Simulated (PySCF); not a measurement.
## TPSS on Co (cobalt, neutral)

Configuration: [Ar] 3d6 4s2 4p1, one real determinant (an excited configuration). Calculation: PySCF 2.14, in x2c-QZVPPall (11s7p5d4f2g, 103 functions); the spin-free X2C one-electron Hamiltonian (Gaussian nucleus).

| Property | Result |
| --- | --- |
| Total energy | -1393.034 hartree |
| One-electron energy | -1919.264 hartree |
| Hartree (Coulomb) energy | 585.925 hartree |
| Exchange-correlation energy | -59.695 hartree |
| ⟨S²⟩ | 8.7589 |
| ⟨L²⟩ | 8.033 |
| Sum of ⟨r⟩ | 22.96 bohr |
| Sum of ⟨r²⟩ | 44.22 bohr² |
| Traceless quadrupole moment −½Σ⟨3z² − r²⟩ along its main axis | -5.43 e·bohr² |
| Langevin diamagnetic susceptibility | -35.0 ×10⁻⁶ cm³/mol |
| Time after the integrals | of the order of 7 core-seconds |

```
shell  electrons  mean orbital energy (eV)  spread (eV)  rms radius, mean of both spins (bohr)
 1s α          1                   -7609.1            0                                 0.0648
 1s β          1                   -7609.0            0                                 0.0648
 2s α          1                   -910.80            0                                  0.277
 2s β          1                   -908.75            0                                  0.277
 2p α          3                   -779.73        0.980                                  0.249
 2p β          3                   -778.06        0.489                                  0.249
 3s α          1                   -113.18            0                                  0.826
 3s β          1                   -108.07            0                                  0.826
 3p α          3                   -75.603        1.789                                  0.877
 3p β          3                   -70.530        0.155                                  0.877
 3d α          5                   -16.668        2.038                                   1.11
 3d β          1                   -13.214            0                                   1.11
 4s α          1                    -8.249            0                                   2.87
 4s β          1                    -6.669            0                                   2.87
 4p α          1                    -3.234            0                                   3.73
```

⟨L²⟩ = 8.03 against 12 for a pure F term, so this real determinant mixes terms.

Densities and radii are taken from the X2C orbitals without a picture-change correction, which distorts them close to the nucleus.
